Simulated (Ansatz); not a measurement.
Reaction (SMILES): [O]C#N → C atom + N atom + O atom
B3LYP-D3(BJ)/def2-TZVP geometries, fixed; electronic energies without zero-point terms.

Energies in hartree at B3LYP with Ansatz (a first-principles code); the atomisation energy is their sum with the coefficients shown, times 627.509 kcal/mol a hartree. All functions are spherical. The program fits the integrals of some runs and decomposes those of others, by size. Open shells are unrestricted. No added dispersion term, no relativity.

```
species  coefficient   part     cc-pVDZ     cc-pVTZ     cc-pVQZ
-------  -----------  -----  ----------  ----------  ----------
N#C[O]            -1  B3LYP  -168.01529  -168.06726  -168.08067
C atom            +1  B3LYP   -37.85197   -37.85857   -37.86059
N atom            +1  B3LYP   -54.58914   -54.60178   -54.60533
O atom            +1  B3LYP   -75.06850   -75.09186   -75.09820
```

Predict the atomisation energy in cc-pV5Z (X = 5): let each B3LYP step shrink by the ratio of the last two. Compare with the run.


- N#C[O]: steps -0.05197 and -0.01341, ratio 0.258, so B3LYP -168.08413 (run: -168.08469).
- C atom: steps -0.00660 and -0.00202, ratio 0.306, so B3LYP -37.86121 (run: -37.86151).
- N atom: steps -0.01264 and -0.00355, ratio 0.281, so B3LYP -54.60633 (run: -54.60670).
- O atom: steps -0.02336 and -0.00634, ratio 0.271, so B3LYP -75.09992 (run: -75.10048).
Predicted 324.22 kcal/mol; the run in cc-pV5Z gives 323.79, a miss of 0.42. Keeping the value in cc-pVQZ, 324.14, would miss by 0.35. All sums are of the energies as printed.
